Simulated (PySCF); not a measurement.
**Fractional electron number in C²⁺ (carbon, charge +2)**

The 2s beta orbital of [He] 2s2 is emptied in steps (occupation f), with all orbitals relaxed, ending at [He] 2s1. Computed with PySCF 2.14 in aug-cc-pVTZ (5s4p3d2f, 46 functions), with no relativity, point nucleus. The exact energy is a straight line in f; departures are measured from the line between the end points of the same method.

```tsv
f	UHF (eV)	LDA (eV)	PBE (eV)	PBE0 (eV)	LC-wPBE (eV)	BHandHLYP (eV)	TPSS (eV)	BLYP (eV)
1	0.000	0.000	0.000	0.000	0.000	0.000	0.000	0.000
0.9	0.027	-0.610	-0.606	-0.449	-0.173	-0.308	-0.583	-0.613
0.7	0.062	-1.408	-1.399	-1.037	-0.393	-0.721	-1.349	-1.421
0.5	0.071	-1.652	-1.644	-1.217	-0.456	-0.866	-1.594	-1.680
0.3	0.058	-1.357	-1.356	-1.004	-0.373	-0.740	-1.349	-1.399
0.1	0.024	-0.559	-0.557	-0.412	-0.157	-0.326	-0.628	-0.587
0	0.000	0.000	0.000	0.000	0.000	0.000	0.000	0.000
```

| method | E(f=0) − E(f=1) (eV) | −ε at f=1 (eV) | −ε at f=0.5 (eV) |
| --- | --- | --- | --- |
| UHF | 45.787 | 46.096 | 45.777 |
| LDA | 46.947 | 40.146 | 47.094 |
| PBE | 47.104 | 40.349 | 47.229 |
| PBE0 | 47.042 | 42.029 | 47.139 |
| LC-wPBE | 47.207 | 45.269 | 47.274 |
| BHandHLYP | 47.031 | 43.611 | 46.978 |
| TPSS | 47.140 | 40.636 | 47.171 |
| BLYP | 47.100 | 40.274 | 47.164 |

Orbital energy along the path (eV):

```json
{"f": "1", "UHF": "-46.096", "LDA": "-40.146", "PBE": "-40.349", "PBE0": "-42.029", "LC-wPBE": "-45.269", "BHandHLYP": "-43.611", "TPSS": "-40.636", "BLYP": "-40.274"}
{"f": "0.9", "UHF": "-46.026", "LDA": "-41.553", "PBE": "-41.747", "PBE0": "-43.071", "LC-wPBE": "-45.693", "BHandHLYP": "-44.291", "TPSS": "-41.981", "BLYP": "-41.670"}
{"f": "0.7", "UHF": "-45.896", "LDA": "-44.352", "PBE": "-44.519", "PBE0": "-45.130", "LC-wPBE": "-46.506", "BHandHLYP": "-45.638", "TPSS": "-44.630", "BLYP": "-44.440"}
{"f": "0.5", "UHF": "-45.777", "LDA": "-47.094", "PBE": "-47.229", "PBE0": "-47.139", "LC-wPBE": "-47.274", "BHandHLYP": "-46.978", "TPSS": "-47.171", "BLYP": "-47.164"}
{"f": "0.3", "UHF": "-45.668", "LDA": "-49.715", "PBE": "-49.838", "PBE0": "-49.068", "LC-wPBE": "-47.960", "BHandHLYP": "-48.351", "TPSS": "-49.523", "BLYP": "-49.839"}
{"f": "0.1", "UHF": "-45.567", "LDA": "-52.100", "PBE": "-52.338", "PBE0": "-50.921", "LC-wPBE": "-48.665", "BHandHLYP": "-49.896", "TPSS": "-52.274", "BLYP": "-52.457"}
{"f": "0", "UHF": "-45.520", "LDA": "-52.498", "PBE": "-51.015", "PBE0": "-49.700", "LC-wPBE": "-48.074", "BHandHLYP": "-50.395", "TPSS": "-51.139", "BLYP": "-52.863"}
```

As f goes to zero the orbital energy of a semilocal functional can turn back, because the density of that orbital vanishes from the exchange-correlation potential.

Reference removal energy between the ground levels: 47.888 eV (measured; NIST Atomic Spectra Database, ionization energies). UHF lacks correlation.
